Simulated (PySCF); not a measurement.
Hf(Cl)3(SH) (Cl3HHfS), SMILES [SH][Hf]([Cl])([Cl])[Cl], multiplicity 1. Atoms are numbered in the order given.

```xyz
6

Hf    -0.0421     0.0058     0.0000
Cl    -0.5018    -1.2824    -1.9049
Cl    -0.5018    -1.2824     1.9049
Cl    -1.1594     2.0592     0.0000
S      2.3210     0.5591     0.0000
H      2.6651    -0.7648     0.0000
```

Geometry optimised at PBE-D3(BJ)/def2-SVP. The multiplicity is an assumed one; other spin states were not compared. The def2 effective core potentials stand for the cores of Hf; spin–orbit coupling is left out. The values are those of a single conformer.

Level of theory: PBE-D3(BJ)/def2-SVP (PySCF).

Frequencies are harmonic and unscaled.

Task: Estimate the vibrational spectrum. (Estimate from the structure and the level; the computed values follow.)

Result: 
```csv
mode,ν (cm⁻¹),IR (km/mol),moving atoms (share of kinetic energy)
1,73,9.1,"Cl 74 %, H 20 %"
2,83,1.1,"Cl 58 %, S 25 %, Hf 16 %"
3,91,2.2,"Cl 71 %, Hf 18 %, S 10 %"
4,95,0.3,"S 42 %, Cl 38 %, Hf 16 %"
5,97,1.7,"Cl 70 %, S 21 %"
6,142,19.7,"H 73 %, Cl 16 %, S 10 %"
7,350,15.9,"S 68 %, Cl 11 %, Hf 11 %, H 10 %"
8,368,28.3,"Cl 86 %, Hf 10 %"
9,381,60.6,"Cl 77 %, Hf 23 %"
10,386,70.3,"Cl 73 %, Hf 23 %"
11,486,20.8,"H 84 %, S 12 %"
12,2586,4.2,H 97 %
```
